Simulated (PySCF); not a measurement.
Problem. What does the PBE0-D3(BJ)/def2-SVP structure of `NB/C=C\C#C` look like in three dimensions?

Solution. 
```xyz
12
C4H6BN angstrom
C      1.7920    1.5764   -0.6740
C      1.4893    0.4016   -0.5890
C      1.1902   -0.9882   -0.5094
C     -0.0056   -1.5312   -0.1875
B     -1.3380   -0.7936    0.1953
N     -1.4959    0.5826    0.0807
H      2.0655    2.6128   -0.7478
H      2.0418   -1.6424   -0.7387
H     -0.0225   -2.6273   -0.1827
H     -2.2766   -1.4406    0.6088
H     -2.3533    1.0522    0.3373
H     -0.7597    1.1982   -0.2457
```

Any rigid rotation of these coordinates is as good. Atoms count from 1 in this order. B5 (three-coordinate boron) is planar (angles 122.8°, 119.3° and 117.9°, sum 360.0°, 0.00 Å off the plane of its three neighbours). N6 (boron-bound nitrogen) is planar (angles 123.0°, 122.4° and 114.6°, sum 360.0°, 0.01 Å off the plane of its three neighbours). Of the pairs four or more bonds apart, C2···H12 is among the closest relative to their van der Waals radii: 2.41 Å, 83 % of the sum of Bondi's values. The C–C distances run from 1.216 Å (C1≡C2, drawn triple) to 1.424 Å (C2–C3, drawn single), a spread of 0.208 Å.

Bonds between heavy atoms (Å): C1≡C2 1.216, C2–C3 1.424, C3=C4 1.352, C4–B5 1.570, B5–N6 1.390.

Method used: PySCF, PBE0-D3(BJ)/def2-SVP geometry optimisation, gas phase.

Point group: near Cs, missed by 0.37 Å at most; the miss may be what the optimiser left on a soft mode. Whether it is a minimum is left open (no frequencies). The numbers are those of one conformer (C3–C4–B5–N6 9°).

Hardware: one thread of an Arm Neoverse V1, shared host. Cost: 35 s wall, 0.47 GiB resident at most. This is the geometry optimisation.
